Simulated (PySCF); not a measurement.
Rigid-rotor lines calculated for a species of formula C5H9FOS (commonest isotopes; PySCF 2.14.0, PBE0-D3(BJ)/def2-SVP geometry optimisation, gas phase), labelled J(Ka,Kc):

```
     transition     MHz
2(1,1) ← 1(1,0)  3803.8
1(1,1) ← 0(0,0)  3763.3
2(0,2) ← 1(0,1)  3626.1
1(0,1) ← 0(0,0)  1818.2
2(1,2) ← 1(1,1)  3469.0
```

(1) Find the rotational constants.

(2) What moments of inertia, asymmetry and inertial defect follow?

(3) Which dipole components do these lines need?

(4) Where do these fall, and of which type are they? 2(1,1) ← 2(1,2); 3(2,2) ← 2(2,1); 2(0,2) ← 1(1,1); 3(3,0) ← 2(2,1); 2(2,0) ← 1(1,1); 3(2,2) ← 2(1,1); 3(1,2) ← 3(0,3); 2(1,1) ← 2(0,2); 3(1,3) ← 2(1,2); 3(1,2) ← 2(1,1); 3(3,1) ← 2(2,0).

(5) Which structure gave them?

Results:

(1) 1(0,1) ← 0(0,0) is B + C, 2(1,1) ← 1(1,0) is 3B + C and 2(1,2) ← 1(1,1) is B + 3C, so B − C is half the difference of the last two, 167.4 MHz. 1(1,1) ← 0(0,0) is A + C. A = 2937.9, B = 992.8, C = 825.4 MHz.

(2) I = 505379 MHz·u·Å² over each constant: Ia = 172.02, Ib = 509.04, Ic = 612.29 u·Å²; κ = (2B − A − C)/(A − C) = -0.841 (asymmetric top); Δ = Ic − Ia − Ib = -68.77 u·Å².

(3) μa and μb (a-type: ΔKa even, ΔKc odd; b-type: both odd). The calculation gives |μa| = 0.59 D, |μb| = 2.36 D, |μc| = 0.02 D.

(4) 
| transition | MHz | type | branch |
| --- | --- | --- | --- |
| 2(1,1) ← 2(1,2) | 502 | a | Q |
| 2(0,2) ← 1(1,1) | 1681 | b | R |
| 2(1,1) ← 2(0,2) | 2290 | b | Q |
| 3(1,2) ← 3(0,3) | 2576 | b | Q |
| 3(1,3) ← 2(1,2) | 5197 | a | R |
| 3(2,2) ← 2(2,1) | 5455 | a | R |
| 3(1,2) ← 2(1,1) | 5699 | a | R |
| 2(2,0) ← 1(1,1) | 9817 | b | R |
| 3(2,2) ← 2(1,1) | 11290 | b | R |
| 3(3,1) ← 2(2,0) | 15594 | b | R |
| 3(3,0) ← 2(2,1) | 15605 | b | R |

(5) `O=[S@](CF)CC1CC1`, point group C1. Three constants can't fix a structure by themselves; this is the one that was computed:
```
atom  x, y, z in Å
O1     1.672    1.978   -0.102
S2     1.624    0.476   -0.040
C3     2.598   -0.031   -1.519
F4     2.443   -1.351   -1.792
C5     0.000   -0.027   -0.710
C6    -1.071    0.406    0.246
C7    -1.385   -0.433    1.452
C8    -2.364   -0.352    0.320
H9     3.650    0.202   -1.289
H10    2.239    0.601   -2.349
H11    0.029   -1.119   -0.852
H12   -0.099    0.469   -1.690
H13   -1.122    1.491    0.376
H14   -0.827   -1.366    1.581
H15   -1.620    0.080    2.387
H16   -2.478   -1.228   -0.324
H17   -3.284    0.220    0.464
```

The values belong to one conformer (point group C1) with, in the numbering `[O:1]=[S@:2]([CH2:3][F:4])[CH2:5][CH:6]1[CH2:7][CH2:8]1`, O1–S2–C3–F4 -167°, O1–S2–C5–C6 -69°, S2–C5–C6–C7 -82°. No PBE0-D3(BJ)/def2-SVP frequencies stand behind this structure, so it isn't proved a minimum. Zero-point vibration and centrifugal distortion are left out.
